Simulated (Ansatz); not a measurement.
Species: H$_{2}$O$_{4}$S, SMILES `O=S(=O)(O)O` with one electron removed (charge 1, multiplicity 2).

**Question.** Give a relaxed geometry from PBE0-D3(BJ)/def2-TZVP run with Ansatz (a first-principles code).

**Answer.** Several could match; the one computed here: the end point of this relaxation, one of several conformers (outside a Z-matrix the atoms follow the SMILES, hydrogens last).
Z-matrix (Å, degrees):
```
S
O 1 1.4530
O 1 1.4530 2 102.04
O 1 1.5111 2 114.70 3 124.60
H 4 0.9790 1 114.76 2 -58.82
O 1 1.5111 2 114.67 3 -124.62
H 6 0.9790 1 114.76 2 58.82
```
